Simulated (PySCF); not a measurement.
Compound: GaH6N.
SMILES with atom numbers: `[NH3+:1][GaH3-:2]` (hydrogens: H3, H4, H5 on N1; H6, H7, H8 on Ga2)

Method: PBE0-D3(BJ)/def2-SVP geometry optimisation, gas phase (PySCF).

(1) List the bond lengths and angles at this level.

## Answers

(1) 
```json
{"bond": "N1–Ga2", "length (pm)": "214.9"}
{"bond": "N1–H3, N1–H4, N1–H5", "length (pm)": "102.0"}
{"bond": "Ga2–H6, Ga2–H7, Ga2–H8", "length (pm)": "158.4"}
```

Bonds in one row agree within 1 pm and their mean is given. A selection of angles:
```json
{"angle": "Ga2–N1–H3", "degrees": "111.1"}
{"angle": "H3–N1–H4", "degrees": "107.7"}
{"angle": "N1–Ga2–H6", "degrees": "98.4"}
{"angle": "H6–Ga2–H7", "degrees": "117.9"}
```

Ga2 (gallium bonded to N and 3 H) is distorted tetrahedral (angles from 98.3° to 117.9°). N1 (nitrogen bonded to Ga and 3 H) is tetrahedral (angles from 107.7° to 111.3°).

Point group: C3v (tolerance 0.08 Å). Not checked by PBE0-D3(BJ)/def2-SVP frequencies.
